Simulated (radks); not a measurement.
The mean radii <r> (bohr) of the occupied orbitals of an atom or ion are listed with their occupations. All-electron calculation, scalar-relativistic Kohn-Sham, r2SCAN, spin-polarised, spherical densities, finite nucleus; meta-GGA in the generalised Kohn-Sham scheme; Fermi nuclear charge, rms radius of each element as measured or else 0.836 A^(1/3) + 0.57 fm. Program: a radial shooting solver on a logarithmic mesh with Libxc functionals.

orbital  occ.      <r>
1s up       1  0.03263
1s down     1  0.03263
2s up       1   0.1414
2s down     1   0.1410
2p up       3   0.1233
2p down     3   0.1229
3s up       1   0.3687
3s down     1   0.3710
3p up       3   0.3633
3p down     3   0.3659
3d up       5   0.3316
4s up       1   0.7582

Name the element and its charge. Open shells, if any, are filled with parallel spins first.

Answer. Z = 45, rhodium, charge +21: Rh21+ in [Ar] 3d5 4s1. The 1s radius gives Z: for a bare nucleus <r> = (2 gamma + 1)/(2Z) with gamma = sqrt(1 - (Z/c)^2), 0.0321 bohr for Z = 45, and screening makes it slightly larger (0.03263 here). The occupations add up to 24, and the charge is Z minus that.
